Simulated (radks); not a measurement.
Results of a calculation; reference values are marked as such.
Polarisability of the strontium ion Sr3+, [Ar] 3d10 4s2 4p5, at imaginary frequency. Code: a radial shooting solver on a logarithmic mesh with Libxc functionals. Model: non-relativistic Kohn-Sham, LDA (Slater exchange, VWN5 correlation), spin-unpolarised, spherical densities, point nucleus; relativity is left out, which matters for an element this heavy. Response by self-consistent Sternheimer equations with the Hartree and adiabatic LDA kernel.

| w (hartree) | alpha1(iw) (bohr^3) |
|---|---|
| 0.00266 | 4.590 |
| 0.0143 | 4.589 |
| 0.0360 | 4.585 |
| 0.0697 | 4.573 |
| 0.118 | 4.541 |
| 0.186 | 4.472 |
| 0.280 | 4.330 |
| 0.413 | 4.064 |
| 0.605 | 3.603 |
| 0.892 | 2.899 |
| 1.35 | 2.015 |
| 2.12 | 1.163 |
| 3.59 | 0.5526 |
| 6.94 | 0.2163 |
| 17.5 | 0.05665 |

Static values: alpha1 = 4.590 bohr^3 (0.6801 angstrom^3; uncoupled 7.362). C6 = 19.13, triple-dipole C9 = 64.01 atomic units. One-pole (London) frequency 4 C6 / (3 alpha1^2) = 1.210 hartree, against 1.845 for minus the highest occupied eigenvalue. The dipole shielding factor is 0.921, as the force sum rule N/Z = 0.921 demands.
